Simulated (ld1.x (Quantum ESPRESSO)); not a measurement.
Which change was made? (Mn, TM semilocal)

| Property | Result |
| --- | --- |
| Element | manganese (Mn) |
| Generator | ld1.x (Quantum ESPRESSO) 7.5 |
| Type | norm-conserving Troullier–Martins (semilocal form) |
| Functional | LDA (PZ) |
| Relativity | scalar-relativistic |
| Frozen core | [Ne] |
| Valence charge | 15 |
| Reference configuration | 3s2 3p6 3d5 4s2 4p0 |
| Partial waves | 3p (bound): rc 1.00 bohr; 3d (bound): rc 1.05 bohr; 3s (bound): rc 1.05 bohr |
| Local potential | the s channel |
| Core correction | none |

Occupied shells without a wave of their own: 4s. They enter only through the test configuration that unscreens the potential.

Cutoffs, loose and tight: the cutoffs (Ry, on a coarse ladder) from which the occupation-weighted sum of valence levels, in a spherical-Bessel basis at the reference potential, stays within 10 and 1 mRy of its value at 400 Ry. They do not see the model core or the augmentation charge, which bear on the density cutoff. Test errors are all-electron minus pseudo excitation energies from the reference, over the configurations 3s2 3p6 3d5 4s1 4p0; 3s2 3p6 3d5 4s0 4p0; 3s2 3p6 3d4 4s0 4p0; 3s2 3p6 3d4 4s2 4p1; 3s2 3p6 3d6 4s1 4p0; 3s2 3p6 3d5 4s0 4p1; 3s2 3p6 3d5 4s1.5 4p0 (two spin-polarised tests are not counted in the largest error); variants that change the core or the reference have their own tests.

The base gives: outcome: generated, misses its reference levels by 0.18 eV; cutoff, loose: 180 Ry; cutoff, tight: 260 Ry; bound ghosts: none; largest test error (meV): -930.

Task: After one change the result is: outcome: generated; cutoff, loose: 180 Ry; cutoff, tight: 260 Ry; bound ghosts: none; largest test error (meV): -672. Which change was it?
A. wave 3s (bound): rc 1.05 bohr becomes 3s (bound): rc 0.76 bohr
B. wave 3s (bound): rc 1.05 bohr becomes 3s (bound): rc 1.00 bohr
C. wave 3s (bound): rc 1.05 bohr becomes 3s (bound): rc 1.28 bohr
D. wave 3s (bound): rc 1.05 bohr becomes 3s (bound): rc 0.86 bohr
E. wave 3s (bound): rc 1.05 bohr becomes 3s (bound): rc 1.58 bohr

Result: B. The others give: wave 3s (bound): rc 1.05 bohr becomes 3s (bound): rc 0.76 bohr → outcome: generated; cutoff, loose: 200 Ry; cutoff, tight: over 300 Ry; bound ghosts: none; largest test error (meV): -213 | wave 3s (bound): rc 1.05 bohr becomes 3s (bound): rc 1.58 bohr → outcome: generated, misses its reference levels by 1.40 eV; cutoff, loose: 180 Ry; cutoff, tight: 200 Ry; bound ghosts: none; largest test error (meV): -6965 | wave 3s (bound): rc 1.05 bohr becomes 3s (bound): rc 1.28 bohr → outcome: generated, misses its reference levels by 0.58 eV; cutoff, loose: 180 Ry; cutoff, tight: 200 Ry; bound ghosts: none; largest test error (meV): -3020 | wave 3s (bound): rc 1.05 bohr becomes 3s (bound): rc 0.86 bohr → outcome: generated; cutoff, loose: 180 Ry; cutoff, tight: 300 Ry; bound ghosts: none; largest test error (meV): -282.
